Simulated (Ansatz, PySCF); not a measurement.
C₂H₇Si, doublet, at a GFN2-xTB geometry. Base run: BLYP/cc-pVDZ run with PySCF.

Geometry (Å):
```xyz
10

C     -1.5619     0.4945     0.0325
Si    -0.0003    -0.5821     0.1368
C      1.5690     0.4551    -0.1276
H     -1.6426     0.9623    -0.9481
H     -2.4590    -0.0965     0.1894
H     -1.5548     1.2883     0.7744
H     -0.0623    -1.7133    -0.7953
H      1.5611     0.9219    -1.1119
H      2.4623    -0.1585    -0.0622
H      1.6576     1.2477     0.6101
```
Charge 0, spin multiplicity 2.
Orbitals are unrestricted.
All else is at PySCF's defaults.

The same geometry, method and basis name were run in Ansatz (a first-principles code) and PySCF, at each program's defaults and at the settings that a row names. The base is PySCF at its defaults. Differences at the defaults can come from grids, fitting, cores and function types together.

```
code and settings                                                               ΔE vs base (µEh)  basis functions      E (Eh)  SCF cycles  dipole (D)
------------------------------------------------------------------------------  ----------------  ---------------  ----------  ----------  ----------
PySCF, defaults (exact integrals, its default grid, spherical functions)                     0.0               81  -369.80270           9        0.85
Ansatz, defaults (factorised integrals, its default grid, spherical functions)              -2.6               81  -369.80270           -           -
PySCF, density fitting with def2-universal-jkfit                                            -106               81  -369.80280           9        0.85
PySCF, fine grid                                                                            -0.9               81  -369.80270           9        0.85
Ansatz, high accuracy                                                                       -0.9               81  -369.80270           -           -
```

Open shells are given as the SCF converged; they aren't shown to be the lowest states, and a large step between rows can be another state.
